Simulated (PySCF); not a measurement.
Compound: C5H10GeO.
Structure used (PBE0-D3(BJ)/def2-SVP), in Å, numbered top down from 1:
```
atom  x, y, z in Å
C1     3.1543    0.5776    1.4144
C2     2.3237    1.0096    0.6376
Ge3    1.0042    1.6500   -0.5794
O4    -0.1191    0.3210   -0.9378
C5    -0.5466   -0.6084    0.0417
C6    -1.4171    0.0581    1.0950
C7    -1.2723   -1.7175   -0.6942
H8     3.8928    0.2001    2.0998
H9     0.2750    2.8396    0.0668
H10    1.6376    2.0125   -1.9248
H11    0.3410   -1.0413    0.5462
H12   -2.2877    0.5376    0.6204
H13   -1.7801   -0.6761    1.8301
H14   -0.8574    0.8299    1.6475
H15   -2.1646   -1.3158   -1.1991
H16   -1.5879   -2.5121   -0.0015
H17   -0.6158   -2.1562   -1.4591
```

Computed with PySCF at CAM-B3LYP/def2-SVPD, non-relativistic, on one gas-phase PBE0-D3(BJ)/def2-SVP geometry that isn't relaxed in the solvent. The solvent is an IEF-PCM continuum (cavity from Bondi-type radii × 1.2), and excitations are vertical TDDFT with non-equilibrium linear response and a frozen core. The model holds no explicit solvent molecules, cavitation or dispersion. Spin–orbit coupling is left out although an atom past zinc is present.

Gas-phase singlets (H = HOMO, L = LUMO):

```json
{"state": "S1", "E (eV)": "5.953", "λ (nm)": "208", "f": "0.000", "leading configurations": "H-1→L 51%, H-2→L 12%, H→L 10%"}
{"state": "S2", "E (eV)": "6.313", "λ (nm)": "196", "f": "0.003", "leading configurations": "H-2→L 37%, H-1→L+2 29%, H-3→L 8%"}
{"state": "S3", "E (eV)": "6.402", "λ (nm)": "194", "f": "0.000", "leading configurations": "H-2→L+2 61%, H-3→L+2 16%"}
{"state": "S4", "E (eV)": "6.592", "λ (nm)": "188", "f": "0.003", "leading configurations": "H→L 78%, H-1→L 11%"}
{"state": "S5", "E (eV)": "7.471", "λ (nm)": "166", "f": "0.051", "leading configurations": "H-3→L 35%, H→L+2 20%, H-1→L 14%"}
```

How does the list change in chloroform (ε = 4.711)?

```csv
state,E (eV),λ (nm),f,leading configurations,change by rank (eV)
S1,5.994,207,0.000,"H-1→L 54%, H→L 12%",+0.041
S2,6.345,195,0.004,"H-2→L 39%, H-1→L+2 29%",+0.032
S3,6.439,193,0.001,"H-2→L+2 63%, H-3→L+2 15%",+0.037
S4,6.650,186,0.004,"H→L 76%, H-1→L 13%",+0.058
S5,7.518,165,0.079,"H-3→L 32%, H→L+1 23%, H-2→L 12%",+0.047
```

The ground-state energy changes by -0.125 eV from gas to chloroform. By how much does the total energy of gas-phase S4 change?

E(S4) = E(S0) + excitation energy, so it changes by -0.125 + 0.058 = -0.067 eV: it is lowered less than the ground state, which is what a blue shift means. This is the vertical state, with the slow part of the continuum still set for S0.

How do the frontier levels move from gas to chloroform?

| orbital | gas (eV) | solvent (eV) | change (eV) | Löwdin shares, gas | Löwdin shares, solvent |
| --- | --- | --- | --- | --- | --- |
| LUMO+2 | 1.20 | 1.24 | +0.04 | C1 31 %, C2 28 %, Ge3 18 %, H8 8 % | C1 31 %, C2 28 %, Ge3 19 %, H10 8 % |
| LUMO+1 | 1.06 | 1.11 | +0.05 | Ge3 40 %, C1 12 %, H9 12 %, C2 9 % | Ge3 40 %, C1 13 %, H9 11 %, C2 11 % |
| LUMO | 0.61 | 0.65 | +0.04 | Ge3 25 %, C1 22 %, C2 21 %, O4 8 % | Ge3 25 %, C1 22 %, C2 22 %, O4 9 % |
| HOMO | -9.18 | -9.20 | -0.02 | O4 50 %, C5 11 %, C6 9 %, Ge3 8 % | O4 48 %, C5 11 %, C6 9 %, Ge3 9 % |
| HOMO-1 | -9.66 | -9.69 | -0.03 | C2 30 %, C1 30 %, O4 16 %, Ge3 6 % | C2 31 %, C1 30 %, O4 14 %, Ge3 6 % |
| HOMO-2 | -9.76 | -9.78 | -0.02 | C2 37 %, C1 36 %, O4 11 %, Ge3 4 % | C2 36 %, C1 36 %, O4 12 %, Ge3 4 % |
| HOMO-3 | -10.04 | -10.07 | -0.03 | O4 24 %, C2 18 %, C1 16 %, C5 12 % | O4 24 %, C2 17 %, C1 15 %, C5 13 % |

The HOMO–LUMO gap goes from 9.80 to 9.85 eV.

Hardware: Arm Neoverse N1, one thread (shared host). Cost: 1.8 min, 1.3 GiB resident at most. This is the whole response run at CAM-B3LYP/def2-SVPD in chloroform, SCF included.
